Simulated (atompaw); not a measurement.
## Logarithmic derivatives: Br, PAW (atompaw)

Br, PAW, made with atompaw 4.2.0.5 (PBE, scalar-relativistic). Core [Ar] 3d10, reference 4s2 4p5. Waves: 4s (bound): rc 1.40 bohr; 4s channel at 2.85 Ry: rc 1.45 bohr; 4p (bound): rc 1.45 bohr; 4p channel at -0.1 Ry: rc 1.45 bohr; 4d channel at 0.2 Ry: rc 1.30 bohr; 4d channel at 2.8 Ry: rc 1.30 bohr. Local part: troulliermartins scheme with l = 3 at 1 Ry, radius 1.25 bohr. Core correction: smooth core density matched at 0.90 bohr. Augmentation charge: sinc compensation charge, radius 1.25 bohr; PAW radius 1.45 bohr; waves and projectors: custom rrkj vanderbiltortho.

The phase is arctan(r·u′/u) with u = r·R(r), unwrapped; energies in Ry, scanned from -3 to 5 Ry. A pole is an energy at which the radial function vanishes at the test radius. The pseudo phase is shifted by a multiple of π to meet the all-electron one at the reference energy, and phase errors are pseudo minus all-electron; the curves can meet again beyond the range given. Levels narrower than the energy grid can be missing from the lists of poles.

| channel | radius (bohr) | reference energy (Ry) | poles, all-electron | poles, pseudo | unbroken range about the reference energy with phases within 0.05 rad | phase error 1 Ry above the reference energy (rad) |
| --- | --- | --- | --- | --- | --- | --- |
| s | 1.45 | -1.48 | none | none | the whole range | -0.000 |
| p | 1.45 | -0.58 | none | 3.72 | below 3.4 | -0.000 |
| d | 1.45 | 0.20 | none | none | the whole range | +0.000 |

Note: ghost states, extra bound levels that the all-electron valence spectrum of the same l lacks: s at -141.8 eV, d at -60.6 eV. A true bound ghost makes a file unfit for plane-wave use.

Phases in the d channel:

```json
{"E (Ry)": "-3.00", "all-electron": "1.311", "pseudo": "1.319"}
{"E (Ry)": "-2.76", "all-electron": "1.296", "pseudo": "1.301"}
{"E (Ry)": "-2.52", "all-electron": "1.282", "pseudo": "1.286"}
{"E (Ry)": "-2.28", "all-electron": "1.268", "pseudo": "1.271"}
{"E (Ry)": "-2.04", "all-electron": "1.254", "pseudo": "1.256"}
{"E (Ry)": "-1.80", "all-electron": "1.240", "pseudo": "1.242"}
{"E (Ry)": "-1.56", "all-electron": "1.226", "pseudo": "1.227"}
{"E (Ry)": "-1.32", "all-electron": "1.211", "pseudo": "1.211"}
{"E (Ry)": "-1.08", "all-electron": "1.194", "pseudo": "1.195"}
{"E (Ry)": "-0.84", "all-electron": "1.177", "pseudo": "1.177"}
{"E (Ry)": "-0.60", "all-electron": "1.159", "pseudo": "1.159"}
{"E (Ry)": "-0.36", "all-electron": "1.138", "pseudo": "1.138"}
{"E (Ry)": "-0.12", "all-electron": "1.116", "pseudo": "1.116"}
{"E (Ry)": "0.12", "all-electron": "1.092", "pseudo": "1.092"}
{"E (Ry)": "0.36", "all-electron": "1.064", "pseudo": "1.064"}
{"E (Ry)": "0.60", "all-electron": "1.034", "pseudo": "1.034"}
{"E (Ry)": "0.84", "all-electron": "0.999", "pseudo": "0.999"}
{"E (Ry)": "1.08", "all-electron": "0.960", "pseudo": "0.960"}
{"E (Ry)": "1.32", "all-electron": "0.914", "pseudo": "0.914"}
{"E (Ry)": "1.56", "all-electron": "0.862", "pseudo": "0.862"}
{"E (Ry)": "1.80", "all-electron": "0.800", "pseudo": "0.800"}
{"E (Ry)": "2.04", "all-electron": "0.728", "pseudo": "0.728"}
{"E (Ry)": "2.28", "all-electron": "0.642", "pseudo": "0.642"}
{"E (Ry)": "2.52", "all-electron": "0.541", "pseudo": "0.541"}
{"E (Ry)": "2.76", "all-electron": "0.421", "pseudo": "0.421"}
{"E (Ry)": "3.00", "all-electron": "0.283", "pseudo": "0.283"}
{"E (Ry)": "3.24", "all-electron": "0.127", "pseudo": "0.127"}
{"E (Ry)": "3.48", "all-electron": "-0.042", "pseudo": "-0.042"}
{"E (Ry)": "3.72", "all-electron": "-0.216", "pseudo": "-0.215"}
{"E (Ry)": "3.96", "all-electron": "-0.383", "pseudo": "-0.382"}
{"E (Ry)": "4.20", "all-electron": "-0.538", "pseudo": "-0.536"}
{"E (Ry)": "4.44", "all-electron": "-0.674", "pseudo": "-0.672"}
{"E (Ry)": "4.68", "all-electron": "-0.791", "pseudo": "-0.788"}
{"E (Ry)": "4.92", "all-electron": "-0.890", "pseudo": "-0.887"}
```
